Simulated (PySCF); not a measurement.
# One molecule, several mistakes: BC2H8Si

All numbers below are calculated, not measured. They come from PySCF 2.14.0, an open-source quantum chemistry program, on an isolated molecule that a program drew, which may never have been made. The molecule is BC2H8Si (charge 0, doublet), drawn as the SMILES string `BC(C)[SiH2]`.

Each row is a Hartree-Fock (HF) and frozen-core CCSD(T) single point in the cc-pV(D+d)Z basis, meant for a local HF minimum. Run 1 is clean. Each other run has one planted mistake out of seven kinds, and not every kind appears here: one electron removed, one electron added, multiplicity raised by two, geometry at a saddle point, minimal basis STO-3G, one bond length entered in bohr, all coordinates scaled. The reference is restricted for singlets and unrestricted otherwise, and also for a bond in bohr. Adding or removing an electron swaps singlet and doublet. Electrons count all cores. HOMO and LUMO are orbital energies over both spins, the gradient is its largest component, and the lowest frequency (negative if imaginary) is given only where the gradient is small. Bond lengths are over the 11 bonds as drawn. T1 is the CCSD diagnostic: over 0.02 (restricted) or 0.045 (unrestricted) a single reference is doubtful.

Geometry of the clean run:
```xyz
12
BC2H8Si, angstrom
B    -2.1103   -0.3393    0.1625
C    -1.3992   -0.4155   -1.2260
C    -2.1798   -1.1171   -2.3532
Si    0.3039   -1.2449   -0.9261
H    -1.7304    0.4355    1.0001
H    -3.0151   -1.0830    0.4369
H    -1.0972    0.5960   -1.5338
H    -2.4389   -2.1420   -2.0757
H    -3.1152   -0.5936   -2.5657
H    -1.6108   -1.1593   -3.2850
H     1.1917   -0.3781   -0.1133
H     0.9485   -1.5505   -2.2275
```

| run | electrons | basis functions | <S^2> | HOMO (eV) | LUMO (eV) | gradient (hartree/bohr) | lowest frequency (cm^-1) | mean bond (Å) | longest bond (Å) | T1 | HF (hartree) | CCSD(T) (hartree) | mistake |
|---|---|---|---|---|---|---|---|---|---|---|---|---|---|
| 1 | 39 | 105 | 0.754 | -8.82 | 1.52 | 3.7e-05 | 104 | 1.3428 | 1.918 | 0.0112 | -393.96148 | -394.49852 | no fault |
| 2 | 39 | 105 | 3.772 | -5.96 | -1.89 | 1.2e-01 | - | 1.3428 | 1.918 | 0.0227 | -393.77248 | -394.30484 | multiplicity raised by two |
| 3 | 39 | 32 | 0.752 | -6.51 | 6.36 | 2.4e-02 | - | 1.3428 | 1.918 | 0.0058 | -389.38490 | -389.61771 | ? |
| 4 | 39 | 105 | 0.754 | -8.94 | 1.34 | 3.9e-02 | - | 1.4274 | 2.039 | 0.0117 | -393.92671 | -394.47429 | ? |

**Which mistake was planted in run 3, and what did it cost?**

It has 32 basis functions where the clean run has 105, with the same electrons and geometry. So the mistake is: minimal basis STO-3G. Subtracting run 1 and multiplying by 627.51 kcal/mol a hartree, the energy moved by 2871.8 kcal/mol in HF and 3062.8 kcal/mol in CCSD(T).

**Which mistake was planted in run 4, and what did it cost?**

The mean and the longest bond both change by the same factor, 1.063, and the gradient is no longer small. So the mistake is: all coordinates scaled. Subtracting run 1 and multiplying by 627.51 kcal/mol a hartree, the energy moved by 21.8 kcal/mol in HF and 15.2 kcal/mol in CCSD(T).

